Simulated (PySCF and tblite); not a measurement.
Values are calculated unless marked as measured or tabulated.
C7H8O, numbered as in [O:1]=[CH:2][C:3]1=[CH:4][CH:5]=[CH:6][CH2:7][CH2:8]1.

Free energies: PBE0-D3(BJ)/pcSseg-1 on GFN2-xTB structures plus GFN2-xTB thermal terms, symmetry and mirror images included. Conformers within 3 kcal/mol (GFN2-xTB free energy) were kept, 10 at most. Programs: PySCF with density fitting and tblite.

Rotational constants are equilibrium values for the commonest isotopes; dipoles come from the energy level named.

Torsions listed: O1–C2–C3–C8. The 6-ring runs over atoms 3–4–5–6–7–8. Of a mirror pair one member is shown.

```tsv
conformer	shape	symmetry
1	6-ring half-chair (ring torsions 15, 1, -31, 44, -33, 3°); -3°	C1 (pair)
2	6-ring half-chair (ring torsions 15, 1, -31, 45, -33, 3°); 178°	C1 (pair)
```

Task: Give the rotational constants and dipole components, as needed to look for these species in a jet-cooled rotational spectrum.

Result: 
```csv
conformer,A (MHz),B (MHz),C (MHz),abs μa (D),abs μb (D),abs μc (D),κ,Ic−Ia−Ib (u Å²)
1,4717,1526,1188,3.50,1.03,0.10,-0.81,-12.9
2,4707,1507,1180,3.62,1.31,0.23,-0.81,-14.4
```

Task: Which type of transition is strongest for conformer 1?

Result: a-type, since that component is clearly the largest; the top is near-prolate.
